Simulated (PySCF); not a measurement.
Dipole response of Pd⁺ (palladium, charge +1)

[Kr] 4d9, 2D determinant. All numbers are calculated (PySCF 2.14, a scalar-relativistic core potential, in aug-cc-pwCVTZ-PP with ECP28MDF). Coupled (time-dependent) response in atomic units; α is the mean over directions.

```
method  mean α (bohr³)         α xx, yy, zz  C₆ (like pair)  S(−4)
   UHF           9.851  9.549, 9.549, 10.46           58.88  31.61
   PBE           12.03  11.78, 11.78, 12.54           73.52  58.81
```

S(−4) is the Cauchy moment in α(ω) = α(0) + S(−4) ω² + …

Spin-orbit coupling is absent.

α(iu) at UHF:

| u (hartree) | α(iu) (bohr³) |
| --- | --- |
| 0 | 9.851 |
| 0.0500 | 9.773 |
| 0.100 | 9.553 |
| 0.200 | 8.832 |
| 0.300 | 7.984 |
| 0.500 | 6.481 |
| 0.750 | 5.102 |
| 1.00 | 4.101 |
| 1.50 | 2.778 |
| 2.00 | 1.985 |
| 3.00 | 1.139 |
| 5.00 | 0.5026 |

For an ion, C₆ is the dispersion term alone; charge-induced terms of lower order in 1/R come first.

The components differ because the open shell of this determinant is not spherical; for a pure term their mean is the scalar polarisability.

Energies and moments cover only the electrons outside the core potential.
